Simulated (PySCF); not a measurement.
Level of theory: r2SCAN-D4/def2-TZVP run with PySCF. Isolated molecules, 0 K electronic values unless said otherwise. 

Reference species (SMILES): `[F][InH2]` (neutral, multiplicity 1).

The HOMO is -7.64 eV. The LUMO comes out as -2.23 eV and the HOMO–LUMO gap comes out as 5.41 eV.

Changed species: `[InH3]` (0 of 3 H replaced by F; the reference has 1 of 3 H replaced by F).

### Question
What does the change do to the HOMO, LUMO and HOMO–LUMO gap?

### Answer
the HOMO goes up by 0.35 eV, to -7.29 eV; the LUMO falls by 0.07 eV, to -2.30 eV; the HOMO–LUMO gap falls by 0.42 eV, to 4.99 eV.
